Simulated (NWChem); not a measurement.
System: BeHSI; SMILES [SH][Be][I]

Input file for NWChem:

```
start job
memory heap 200 mb stack 900 mb global 1100 mb
geometry units angstroms noautoz
  Be     0.015615     1.185207     0.000000
  I     -0.079055    -0.983915     0.000000
  S      0.113863     3.088476     0.000000
  H     -1.234310     3.216237     0.000000
end
basis spherical
  Be library def2-svp
  I library def2-svp
  S library def2-svp
  H library def2-svp
end
ecp
  I library def2-ecp
end
dft
  xc xwpbe 1.00 cpbe96 1.0 hfexch 1.00
  cam 0.35 cam_alpha 0.0 cam_beta 1.0
  iterations 150
  vectors input atomic output neutral.movecs
end
task dft energy
charge 1
dft
  odft
  mult 2
  vectors input atomic output cation.movecs
end
task dft energy
```

Excerpt of the output:

```
             Northwest Computational Chemistry Package (NWChem) 7.3.0
             --------------------------------------------------------

 CS  symmetry detected

                             Geometry "geometry" -> ""
                             -------------------------

 Output coordinates in angstroms (scale by  1.889725989 to convert to a.u.)

  No.       Tag          Charge          X              Y              Z
 ---- ---------------- ---------- -------------- -------------- --------------
    1 Be                   4.0000     0.02181366     1.11618791     0.00000000
    2 I                   53.0000     0.00815668    -1.05495607     0.00000000
    3 S                   16.0000     0.04896723     3.02179758     0.00000000
    4 H                    1.0000    -1.30303446     3.09915861     0.00000000

 Effective nuclear repulsion energy (a.u.)     193.0868911907

      Symmetry information
      --------------------

 Group name             Cs
 Group number              2
 Group order               2
 No. of unique centers     4

 Summary of "ao basis" -> "ao basis" (spherical)
 ------------------------------------------------------------------------------
       Tag                 Description            Shells   Functions and Types
 ---------------- ------------------------------  ------  ---------------------
 Be                         def2-svp                 5        9   3s2p
 I                          def2-svp                10       26   4s4p2d
 S                          def2-svp                 8       18   4s3p1d
 H                          def2-svp                 3        5   2s1p

      Symmetry analysis of basis
      --------------------------

        a'         42
        a"         16

            General Information
            -------------------
          SCF calculation type: DFT
          Wavefunction type:  closed shell.
          No. of atoms     :     4
          No. of electrons :    46
           Alpha electrons :    23
            Beta electrons :    23
          Charge           :     0
          Spin multiplicity:     1
          Use of symmetry is: on ; symmetry adaption is: on
          Maximum number of iterations: 150
          AO basis - number of functions:    58
                     number of shells:    26
          Convergence on energy requested:  1.00D-06
          Convergence on density requested:  1.00D-05
          Convergence on gradient requested:  5.00D-04

              XC Information
              --------------
                     Hartree-Fock (Exact) Exchange  1.000
                     LC-wPBE(h)Exchange Functional  1.000
            Perdew 1991 LDA Correlation Functional  1.000 local
           PerdewBurkeErnz. Correlation Functional  1.000 non-local

           Range-Separation Parameters
           ---------------------------
           Alpha           :  0.00
           Beta            :  1.00
           Gamma           :  0.35
           Short-Range HF  :     F

             Grid Information
             ----------------
          Grid used for XC integration:  medium
          Radial quadrature: Mura-Knowles
          Angular quadrature: Lebedev.
          Tag              B.-S. Rad. Rad. Pts. Rad. Cut. Ang. Pts.
          ---              ---------- --------- --------- ---------
          Be                  1.05       49           8.0       434
          I                   1.40      123          11.0       590
          S                   1.00       88          11.0       590
          H                   0.35       45          12.0       434
          Grid pruning is: on
          Number of quadrature shells:   305
          Spatial weights used:  Erf1

      Superposition of Atomic Density Guess
      -------------------------------------

 Sum of atomic energies:        -759.52744420

      Non-variational initial energy
      ------------------------------

 Total energy =    -709.699001
 1-e energy   =   -1293.831636
 2-e energy   =     479.893684
 HOMO         =      -0.333107
 LUMO         =       0.013047

      Symmetry analysis of molecular orbitals - initial
      -------------------------------------------------

  Numbering of irreducible representations:

     1 a'          2 a"

  Orbital symmetries:

     1 a'          2 a'          3 a'          4 a'          5 a'
     6 a"          7 a'          8 a'          9 a"         10 a'
    11 a'         12 a'         13 a"         14 a"         15 a'
    16 a'         17 a'         18 a'         19 a'         20 a'
    21 a"         22 a'         23 a"         24 a'         25 a'
    26 a"         27 a'         28 a'         29 a'         30 a"
    31 a'         32 a'         33 a'

   convergence    iter        energy       DeltaE   RMS-Dens  Diis-err
 ---------------- ----- ----------------- --------- --------- ---------
 d= 0,ls=0.0,diis     1   -711.0196373340 -8.15D+02  1.15D-02  2.97D-01
 d= 0,ls=0.0,diis     2   -711.0567992819 -3.72D-02  4.17D-03  3.92D-02
 d= 0,ls=0.0,diis     3   -711.0629841013 -6.18D-03  1.10D-03  2.96D-03
 d= 0,ls=0.0,diis     4   -711.0636601428 -6.76D-04  3.87D-04  1.17D-04
 d= 0,ls=0.0,diis     5   -711.0637071626 -4.70D-05  1.21D-04  1.09D-05
  Resetting Diis
 d= 0,ls=0.0,diis     6   -711.0637124520 -5.29D-06  3.74D-05  6.26D-07
 d= 0,ls=0.0,diis     7   -711.0637128904 -4.38D-07  5.97D-06  3.88D-08

         Total DFT energy =     -711.063712890372
      One electron energy =    -1295.692164431210
           Coulomb energy =      531.427812644448
    Exchange-Corr. energy =      -51.038312202768
 Nuclear repulsion energy =      104.238951099158

 Numeric. integr. density =       46.000002978636

                  Occupations of the irreducible representations
                  ----------------------------------------------

                     irrep           alpha         beta
                     --------     --------     --------
                     a'               17.0         17.0
                     a"                6.0          6.0

                       DFT Final Molecular Orbital Analysis
                       ------------------------------------

 Vector   21  Occ=2.000000D+00  E=-4.004654D-01  Symmetry=a"
              MO Center=  1.7D-02,  9.5D-01,  1.1D-16, r^2= 5.1D+00
   Bfn.  Coefficient  Atom+Function         Bfn.  Coefficient  Atom+Function
  ----- ------------  ---------------      ----- ------------  ---------------
    22      0.420102  2 I  pz                48      0.396141  3 S  pz
    25      0.325514  2 I  pz                45      0.297901  3 S  pz
     6     -0.185011  1 Be pz                42      0.169820  3 S  pz
    19     -0.168446  2 I  pz                16     -0.136779  2 I  pz
     9      0.078677  1 Be pz

 Vector   22  Occ=2.000000D+00  E=-3.862592D-01  Symmetry=a'
              MO Center=  1.3D-02, -8.7D-01, -4.7D-16, r^2= 2.3D+00
   Bfn.  Coefficient  Atom+Function         Bfn.  Coefficient  Atom+Function
  ----- ------------  ---------------      ----- ------------  ---------------
    20      0.601402  2 I  px                23      0.511930  2 I  px
    17     -0.243400  2 I  px                14     -0.197333  2 I  px
     4     -0.115150  1 Be px                46     -0.053880  3 S  px
     7      0.038767  1 Be px                39     -0.036415  3 S  s
    54      0.035610  4 H  s                 31      0.034191  2 I  d -2

 Vector   23  Occ=2.000000D+00  E=-3.710049D-01  Symmetry=a"
              MO Center=  1.6D-02,  9.6D-01,  8.2D-14, r^2= 5.8D+00
   Bfn.  Coefficient  Atom+Function         Bfn.  Coefficient  Atom+Function
  ----- ------------  ---------------      ----- ------------  ---------------
    48     -0.464037  3 S  pz                22      0.437789  2 I  pz
    25      0.408957  2 I  pz                45     -0.320330  3 S  pz
    42     -0.184315  3 S  pz                19     -0.178835  2 I  pz
    16     -0.144709  2 I  pz                 9     -0.039257  1 Be pz
     6      0.028224  1 Be pz

 Vector   24  Occ=0.000000D+00  E= 3.274437D-02  Symmetry=a'
              MO Center=  5.9D-02,  1.1D+00,  8.3D-16, r^2= 4.1D+00
   Bfn.  Coefficient  Atom+Function         Bfn.  Coefficient  Atom+Function
  ----- ------------  ---------------      ----- ------------  ---------------
     7      0.661894  1 Be px                 4     -0.544471  1 Be px
    55      0.415245  4 H  s                 23     -0.366680  2 I  px
    39     -0.255298  3 S  s                 54      0.175427  4 H  s
    20     -0.168572  2 I  px                31      0.097378  2 I  d -2
    47     -0.077431  3 S  py                49     -0.074609  3 S  d -2

 Vector   25  Occ=0.000000D+00  E= 5.340927D-02  Symmetry=a'
              MO Center= -2.9D-01,  1.1D+00, -6.8D-14, r^2= 6.5D+00
   Bfn.  Coefficient  Atom+Function         Bfn.  Coefficient  Atom+Function
  ----- ------------  ---------------      ----- ------------  ---------------
     3      1.414775  1 Be s                 39     -0.551162  3 S  s
    13     -0.514111  2 I  s                 24     -0.474534  2 I  py
    47      0.275234  3 S  py                12     -0.243433  2 I  s
    55      0.223679  4 H  s                 46      0.201618  3 S  px
    38     -0.200334  3 S  s                 21     -0.187289  2 I  py

 Vector   26  Occ=0.000000D+00  E= 5.584994D-02  Symmetry=a"
              MO Center=  1.9D-02,  1.1D+00,  2.1D-13, r^2= 4.2D+00
   Bfn.  Coefficient  Atom+Function         Bfn.  Coefficient  Atom+Function
  ----- ------------  ---------------      ----- ------------  ---------------
     9      0.655875  1 Be pz                 6     -0.555602  1 Be pz
    48     -0.413003  3 S  pz                25     -0.345031  2 I  pz
    22     -0.172673  2 I  pz                45     -0.165154  3 S  pz
    32      0.115037  2 I  d -1              42     -0.097573  3 S  pz
    27     -0.077383  2 I  d -1              19      0.072878  2 I  pz

     Multipole analysis of the density
     ---------------------------------

[...]
```

Level: LC-wPBE (HJS exchange hole, range parameter 0.35 per bohr)/def2-SVP with def2 effective core potentials on I, vertical spin-unrestricted ions. Geometry: optimised at PBE0/def2-SVP. def2 effective core potentials on I; no spin-orbit coupling.
